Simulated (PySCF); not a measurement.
Species: C4H7As.
Bonds: C1–C2 (triple), C2–C3, C3–As4, As4–C5. Hydrogens: H6 on C1; H7, H8 on C3; H9 on As4; H10, H11, H12 on C5.

Method: PBE0-D3(BJ)/def2-SVP geometry optimisation, gas phase in PySCF 2.14.0; density fitting, grid level 1; the optimiser is geomeTRIC in internal coordinates, started from a GFN2-xTB structure with every atom displaced at random (about 0.01 Å).

Step 0: E = -65078.3322 eV
```
atom  x, y, z in Å  |  force x, y, z in eV/Å
C1      1.5507    1.0509    0.5202    0.796   2.272   0.599
C2      1.1317   -0.0255    0.2380   -0.783  -2.134  -0.501
C3      0.5954   -1.3116   -0.1310    1.035   0.092  -0.042
As4    -0.9801   -1.1781   -1.2884   -1.161  -0.540   0.305
C5     -2.0134    0.0986   -0.1818    0.604  -0.380   0.510
H6      1.9018    2.0263    0.7745    0.137   0.208   0.064
H7      0.3490   -1.8726    0.7764   -0.201  -0.262   0.071
H8      1.3953   -1.8767   -0.6644   -0.469   0.027   0.118
H9     -0.4221   -0.1195   -2.1604    0.442   0.570  -0.536
H10    -2.8236    0.5488   -0.7342   -0.489   0.183  -0.531
H11    -1.3609    0.8889    0.2021    0.153   0.164  -0.048
H12    -2.4411   -0.4130    0.6896   -0.062  -0.200  -0.010
```

Step 1: E = -65078.4369 eV
```
atom  x, y, z in Å  |  force x, y, z in eV/Å
C1      1.6075    1.0903    0.5434   -0.096  -0.202  -0.015
C2      1.1756   -0.0091    0.2626    0.044   0.189  -0.030
C3      0.6223   -1.2845   -0.1146   -0.302  -0.108  -0.031
As4    -1.0266   -1.1894   -1.2655    0.322   0.281  -0.098
C5     -2.0342    0.0835   -0.1664   -0.157   0.111  -0.135
H6      2.0001    2.0528    0.8012    0.051   0.103   0.031
H7      0.3398   -1.8785    0.7715    0.040   0.020  -0.031
H8      1.3401   -1.8809   -0.6914    0.151  -0.072  -0.027
H9     -0.4175   -0.1251   -2.2113   -0.177  -0.254   0.217
H10    -2.8502    0.5093   -0.7756    0.095  -0.059   0.086
H11    -1.3936    0.8953    0.2018    0.041   0.033   0.006
H12    -2.4808   -0.4473    0.6850   -0.012  -0.041   0.025
```

Task: Estimate the geometry and energy of step 2. (The exact step hangs on the optimiser's Hessian estimate; all steps are aligned on step 1, rigid shifts and turns removed.)

Result: E = -65078.4454 eV, largest force 0.111 eV/Å
```
atom  x, y, z in Å  |  force x, y, z in eV/Å
C1      1.5913    1.0881    0.5487   -0.008   0.005   0.032
C2      1.1678   -0.0107    0.2571    0.032   0.046  -0.026
C3      0.6232   -1.2912   -0.1230   -0.083  -0.057  -0.047
As4    -1.0234   -1.1910   -1.2609    0.036   0.026   0.029
C5     -2.0271    0.0943   -0.1683   -0.018   0.021   0.000
H6      1.9800    2.0527    0.8176   -0.002  -0.013  -0.006
H7      0.3473   -1.8849    0.7638    0.018  -0.007   0.002
H8      1.3536   -1.8851   -0.6958    0.012   0.017   0.023
H9     -0.4354   -0.1452   -2.2052   -0.003  -0.014  -0.005
H10    -2.8459    0.5119   -0.7722    0.006  -0.016  -0.001
H11    -1.3822    0.9101    0.1878    0.003  -0.008  -0.001
H12    -2.4666   -0.4324    0.6910    0.007   0.001   0.001
```

The energy changes by -0.0085 eV. The first-order estimate −F·Δx gives -0.0154 eV and the mean of the old and new forces, exact on a quadratic surface, -0.0085 eV. The step makes an angle of 71° with the force vector and moves no atom by more than 0.028 Å.

The cost below is that of the whole optimisation. On one thread of an Arm Neoverse V1 (shared host), this took 33 s wall and 0.51 GiB of memory at its peak.
